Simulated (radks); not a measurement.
Task: Ce3+, 55 electrons, occupied as [Xe] 4f1. Method: non-relativistic Kohn-Sham, LB94 model potential, spin-unpolarised, spherical densities, point nucleus; relativity is left out, which matters for an element this heavy; computed with a radial shooting solver on a logarithmic mesh with Libxc functionals. Some entries of the table are withheld. Estimate them.

orbital,occ.,eigenvalue (eV),<1/r> (bohr^-1)
1s,2,(1),57.50
2s,2,-6022.009,13.28
2p,6,-5702.903,13.32
3s,2,(2),4.920
3p,6,-1188.270,(3)
3d,10,-927.4856,4.749
4s,2,-289.8065,2.072
4p,6,-238.0227,(4)
4d,10,-147.0715,1.785
5s,2,-66.5501,(5)
5p,6,-51.9734,0.7539
4f,1,-41.3278,1.327

Result: 
(1) 1s eigenvalue (eV): -38477.18
(2) 3s eigenvalue (eV): -1327.839
(3) 3p <1/r> (bohr^-1): 4.860
(4) 4p <1/r> (bohr^-1): 1.983
(5) 5s <1/r> (bohr^-1): 0.8473
